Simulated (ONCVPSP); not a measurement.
**u(r) = r·R(r): atom against pseudo-atom (cobalt)**

Columns: radius, all-electron u(r) and pseudo u(r) of the 3s shell (level -101.87 eV) of cobalt in the configuration [Ne] 3s2 3p6 3d7 4s2; LDA (Perdew-Wang 92), scalar-relativistic, ONCV scheme, ONCVPSP 4.0.1.

```
r (bohr)  all-electron  pseudo
   0.082       -0.1037  0.2299
   0.165       -0.6717  0.4527
   0.248       -0.4342  0.6557
   0.330        0.1148  0.8283
   0.413        0.6414  0.9675
   0.495        1.0061  1.0654
   0.578        1.2051  1.1215
   0.660        1.2672  1.1351
   0.742        1.2380  1.1109
   0.825        1.1520  1.0538
   0.908        1.0370  0.9720
   0.990        0.9132  0.8754
   1.072        0.7904  0.7716
   1.155        0.6741  0.6664
   1.238        0.5689  0.5665
   1.320        0.4773  0.4768
   1.402        0.3979  0.3978
   1.485        0.3292  0.3291
   1.568        0.2711  0.2711
   1.650        0.2231  0.2230
   1.733        0.1825  0.1825
   1.815        0.1493  0.1493
   1.898        0.1216  0.1216
   1.980        0.0991  0.0990
   2.062        0.0806  0.0806
   2.145        0.0653  0.0653
```

Question: How many radial nodes do the two functions have?

Answer: The all-electron 3s function has n − l − 1 = 2 (the table is too coarse to show those close to the nucleus); the pseudo-wave has 0, since the states of the same l below it are removed with the core.

Question: At about which radius was the pseudo-wave matched?

Answer: 1.45 bohr, where the columns begin to agree (steps of 0.08 bohr).

Question: Is the pseudo-wave norm-conserving?

Answer: Yes: the ONCV scheme keeps the norm inside the radius equal to the all-electron one, which fixes the energy derivative of the logarithmic derivative at the level.
